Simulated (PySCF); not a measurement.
Run record: geometry optimisation, `[O][Ti]` [triplet].

Computed with PBE0-D3(BJ)/def2-SVP geometry optimisation, gas phase (PySCF 2.14.0). Start geometry: GFN2-xTB. The input is one job of a driver script: a line of settings, then coordinates in Å.

Input:
```
{"job": {"xc": "PBE0", "basis": "def2-SVP", "d3": "d3bj", "grid": 1, "kind": "geom"}, "charge": 0, "multiplicity": 3}
O      1.203520    -0.007340    -0.003820
Ti    -1.198010     0.009870    -0.024480
```

Output:
```
step   0  E = -924.04192919  max force = 0.083465
step   1  E = -924.07888337  max force = 0.113612
step   2  E = -924.15093296  max force = 0.146810
step   3  E = -924.20919863  max force = 0.089227
step   4  E = -924.20885367  max force = 0.071688
step   5  E = -924.21456260  max force = 0.014825
step   6  E = -924.21475015  max force = 0.003624
step   7  E = -924.21476209  max force = 0.000132
optimisation converged
```

Energies in Eh; «max force» is the largest Cartesian gradient component in Eh/bohr.

Problem. How much energy does the optimisation release, in kcal/mol?

Solution. E(step 0) − E(last step) = 0.172833 Eh, which is 108.5 kcal/mol.

Problem. Give the first gradient maximum in eV/Å.

Solution. With 1 Eh/bohr = 51.422 eV/Å, 4.292 eV/Å.

In short: final energy -924.21476 Eh after 7 steps; dipole 3.33 D.

Problem. Where do the atoms end?

Solution. 0.407 Å rms from the input after alignment:
```
atom  x, y, z in Å
O1     0.7970   -0.0043   -0.0074
Ti2   -0.7915    0.0069   -0.0209
```

Problem. How long does this job take on one thread, x86-64 server, shared host?

Solution. About 5.6 s.
Labels such as C1 count atoms from 1, the log's own numbers from 0.
